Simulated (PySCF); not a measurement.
Species: GeH₇NSi.
Structure used (PBE0-D3(BJ)/def2-SVP), in Å, numbered top down from 1:
```xyz
10
GeH7NSi angstrom
N      1.6430    0.7130    0.4860
Si     0.6304   -0.6630    0.1757
Ge    -1.6303    0.0706    0.3059
H      2.6376    0.5744    0.6307
H      1.4791    1.5684   -0.0336
H      0.8172   -1.3429   -1.1540
H      0.9189   -1.6891    1.2241
H     -2.6073   -1.0554   -0.0867
H     -1.8558    1.2505   -0.6641
H     -1.9843    0.5529    1.7254
```

Theory: PBE0-D3(BJ)/def2-SVP geometry optimisation, gas phase (PySCF 2.14.0).

Take the most abundant isotopes and a rigid rotor. The values belong to one conformer with, in the numbering `[NH2:1][SiH2:2][GeH3:3]`, H–N1–Si2–Ge3 170° and -51°.

Problem. What are A, B and C (GHz)?

Solution. Ia = 37.29, Ib = 224.42, Ic = 248.72 u·Å²; 505379 MHz·u·Å²/I gives 13552, 2252 and 2032 MHz, that is A = 13.552, B = 2.2519, C = 2.0319 GHz.

Problem. Classify the top.

Solution. A near-prolate asymmetric top; Ray's κ = -0.962.

Problem. Is it planar, by Δ = Ic − Ia − Ib?

Solution. Not planar: Δ = Ic − Ia − Ib = -12.99 u·Å². For a rigid frame Δ = −2 Σ m c², so Σ m c² = 6.50 u·Å² lies off the ab plane: 6.47 from hydrogen and 0.03 from heavier atoms. The atom farthest from that plane is 1.32 Å away.

Problem. Give the other two planar moments, Paa and Pbb, and the rms extents of the mass along the axes.

Solution. Paa = Σ m a² = (Ib + Ic − Ia)/2 = 217.93 and Pbb = Σ m b² = (Ia + Ic − Ib)/2 = 30.80 u·Å². With the mass M = 122.96 u, the rms extents √(P/M) along a, b and c are 1.33, 0.50, 0.23 Å.

Problem. List the rotational levels J(Ka,Kc) to J = 4 (MHz).

Solution. Above 0(0,0):
J = 1: 1(0,1) 4284, 1(1,1) 15584, 1(1,0) 15804
J = 2: 2(0,2) 12848, 2(1,2) 23932, 2(1,1) 24592, 2(2,1) 58492, 2(2,0) 58495
J = 3: 3(0,3) 25687, 3(1,3) 36451, 3(1,2) 37771, 3(2,2) 71344, 3(2,1) 71359, 3(3,1) 128397, 3(3,0) 128397
J = 4: 4(0,4) 42790, 4(1,4) 53140, 4(1,3) 55340, 4(2,3) 88476, 4(2,2) 88524, 4(3,2) 145538, 4(3,1) 145538, 4(4,1) 225404, 4(4,0) 225404
Those of J = 1 are B + C, A + C and A + B.

Problem. Which types of transition are allowed, and where do some lines up to J = 3 fall?

Solution. The dipole components are |μa| = 1.35 D, |μb| = 0.64 D, |μc| = 0.59 D. The squared components, which scale the intensities, stand as 1.00 : 0.22 : 0.19 (a : b : c). Some lines, for components of 0.1 D or more:

| type | branch | J(Ka,Kc) | MHz | lower level (cm⁻¹) |
| --- | --- | --- | --- | --- |
| a | Q | 2(1,1) ← 2(1,2) | 660 | 0.798 |
| a | R | 2(1,2) ← 1(1,1) | 8348 | 0.520 |
| c | Q | 2(1,2) ← 2(0,2) | 11083 | 0.429 |
| b | Q | 1(1,0) ← 1(0,1) | 11520 | 0.143 |
| a | R | 3(1,3) ← 2(1,2) | 12519 | 0.798 |
| a | R | 3(0,3) ← 2(0,2) | 12839 | 0.429 |
| a | R | 3(2,2) ← 2(2,1) | 12851 | 1.951 |
| a | R | 3(2,1) ← 2(2,0) | 12864 | 1.951 |
| a | R | 3(1,2) ← 2(1,1) | 13179 | 0.820 |
| b | R | 1(1,1) ← 0(0,0) | 15584 | 0.000 |
| c | R | 1(1,0) ← 0(0,0) | 15804 | 0.000 |
| c | R | 2(2,1) ← 1(1,1) | 42908 | 0.520 |
| b | R | 3(3,1) ← 2(2,0) | 69901 | 1.951 |
| c | R | 3(3,0) ← 2(2,0) | 69901 | 1.951 |

Whether it is a minimum is left open (no frequencies). No vibrational averaging or centrifugal distortion is included, and the geometry carries the error of its method. A rigid rotor knows nothing of inversion at nitrogen or internal rotation, which can split or shift real lines. Quadrupole hyperfine structure (14N) is left out.
